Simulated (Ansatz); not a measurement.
Sn4Cl4. The state is a singlet with charge 0. Geometry PBE0-D4/def2-SVP, basis def2-TZVP, Ansatz.

```xyz
8

Sn   -2.2067    0.8566   -0.7819
Sn    2.3319   -0.3160   -1.3658
Sn    0.3367   -1.1845    0.6318
Sn   -1.8978   -0.2386    1.9998
Cl    2.8271    1.5202    0.1288
Cl   -1.1534    2.2017    1.1622
Cl   -0.2646   -3.5111    0.4540
Cl    0.0267    0.6717   -2.2288
```

| run | HOMO (eV) | LUMO (eV) |
| --- | --- | --- |
| A | -5.06 | -3.53 |
| B | -5.26 | -3.69 |
| C | -6.03 | -3.16 |
| D | -5.49 | -3.70 |

In the def2 sets Sn takes a core potential; there is no spin–orbit coupling. Another isomer (singlet) lies 0.48 eV lower at PBE0-D4/def2-TZVP; other spin states weren't run for this one.

Problem. The runs used BLYP, PBE, PBE0, r2SCAN. Estimate which is which.

Solution. A BLYP (0 % exact exchange); B PBE (0 % exact exchange); C PBE0 (25 % exact exchange); D r2SCAN (0 % exact exchange). Exact exchange lowers occupied and raises empty levels; among semilocal functionals meta-GGAs tend to open the gap a little, and such runs are hard to tell apart. The gap grows from 1.53 eV (BLYP) to 2.86 eV (PBE0).
